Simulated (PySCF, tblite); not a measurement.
Isomers of C7H7FN (doublet state), one GFN2-xTB conformer each. Single-point energies are computed at B3LYP/pcH-1 (PySCF, gas phase, no added dispersion term), electronic only. GFN2-xTB treats the open shell by occupation alone, and not every SCF solution was tested for stability.

```json
{"SMILES": "[NH]c1cccc(CF)c1", "GFN2-xTB relative energy (kJ/mol)": "0.0"}
{"SMILES": "C[C]1CCC(C#N)=C1F", "GFN2-xTB relative energy (kJ/mol)": "8.5"}
```

Conformers: `[NH:1][c:2]1[cH:3][cH:4][cH:5][c:6]([CH2:7][F:8])[cH:9]1` (doublet state) with H–N1–C2–C3 0°, C5–C6–C7–F8 0°.

Question: What does B3LYP/pcH-1 give for the same structures?

Answer: 
```
           SMILES  B3LYP/pcH-1 E (Eh)  B3LYP/pcH-1 (kJ/mol)  GFN2-xTB (kJ/mol)  point group
 [NH]c1cccc(CF)c1          -425.52749                   0.0                0.0           Cs
C[C]1CCC(C#N)=C1F          -425.52167                  15.3                8.5           Cs
```

Both levels put the same isomer lowest. As drawn, the lower has an N–H bond, which the higher lacks. Neighbours under 21 kJ/mol apart ([NH]c1cccc(CF)c1 and C[C]1CCC(C#N)=C1F) can change places with a better method, another conformer or zero-point energy.

Question: What happens when harmonic zero-point energies from GFN2-xTB frequencies are added?

Answer: 
| SMILES | ZPE (kJ/mol) | electronic (kJ/mol) | with ZPE (kJ/mol) |
| --- | --- | --- | --- |
| [NH]c1cccc(CF)c1 | 314.9 | 0.0 | 0.0 |
| C[C]1CCC(C#N)=C1F | 314.0 | 15.3 | 14.4 |

The zero-point energies span 0.9 kJ/mol. The order is unchanged.
